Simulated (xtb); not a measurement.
5H-1,4-dioxepine (C5H6O2), SMILES C1=COC=COC1. All values are semi-empirical tight-binding results from xtb (GFN2-xTB unless named), good for trends rather than for accurate numbers. Geometry: GFN2-xTB. Other conformers were not sampled.

The orbital gap is 4.11 eV, the dipole moment is 1.06 D and the zero-point energy comes out as 62.5 kcal/mol. The G − E(el) at 298.15 K (modified RRHO) is 43.7 kcal/mol, the static polarisability (D4 model) comes out as 66.4 bohr³ and the solvation energy, GFN2-xTB/ALPB(water) is -1.3 kcal/mol. The solvation energy, GFN2-xTB/ALPB(toluene) comes out as -4.9 kcal/mol.

Computed IR lines (harmonic; lines under 4 % of the strongest left out, lines within 3 cm⁻¹ merged):
ν (cm⁻¹): 171 (w), 375 (w), 760 (w), 795 (w), 861 (w), 872 (w), 934 (m), 984 (w), 1006 (w), 1114 (s), 1149 (s), 1264 (w), 1297 (w), 1309 (m), 1336 (m), 1353 (m), 1688 (w), 1742 (vs), 2847 (m), 2972 (w), 3058 (w), 3064 (w), 3094 (w), 3103 (w) (against the strongest line: vs over 80 %, s over 45 %, m over 15 %, w over 4 %, vw less)
